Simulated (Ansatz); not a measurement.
Reaction (formal exchange of groups at the Si–S bond): `OC(S)S[SiH3]` + `C[CH2][GaH][Cl]` → `[SiH3][CH2][GaH][Cl]` + `CSC(O)S`

Gas-phase electronic energies from Ansatz, PBE0-D4/def2-TZVP geometries. CCSD(T)/CBS adds triple-zeta CCSD(T) − MP2 to the extrapolated MP2 energy (def2 sets, frozen cores). Functionals use def2-TZVPP. B3LYP here is the variant with VWN-RPA as its local correlation; programs differ in this. For Ga outer-core shells are correlated without core-valence functions, which leaves a few kJ/mol of doubt a bond. Scalar relativity is left out up to krypton. Each species was taken in one conformer, which may not be the lowest.

```csv
level,ΔE (kJ/mol),difference from CCSD(T)/CBS
PBE-D4,44.3,2.4
r2SCAN-D4,43.1,1.2
PBE0-D4,43.3,1.4
B3LYP-D4,43.1,1.2
ωB97X-V,41.1,-0.8
ωB97M-V,40.7,-1.2
B2PLYP,43.6,1.7
PBE,45.7,3.8
r2SCAN,43.4,1.5
PBE0,44.6,2.7
B3LYP,45.4,3.5
HF/def2-TZVPP,45.0,3.1
MP2/def2-TZVPP,41.3,-0.6
SCS-MP2/def2-TZVPP,41.7,-0.2
CCSD/def2-TZVPP,41.5,-0.4
CCSD(T)/def2-TZVPP,41.1,-0.8
HF/def2-QZVPP,44.4,2.5
MP2/def2-QZVPP,41.5,-0.4
SCS-MP2/def2-QZVPP,42.1,0.2
HF/CBS(def2),44.4,2.5
MP2/CBS(def2),42.0,0.1
CCSD/CBS(def2),42.3,0.4
CCSD(T)/CBS,41.9,0
```

Largest T1 diagnostic among the species: 0.012.

In def2-TZVPP, CCSD(T) changes the Hartree–Fock value by −3.9 kJ/mol (the triples alone add −0.4 kJ/mol) and MP2 by −3.7 kJ/mol.
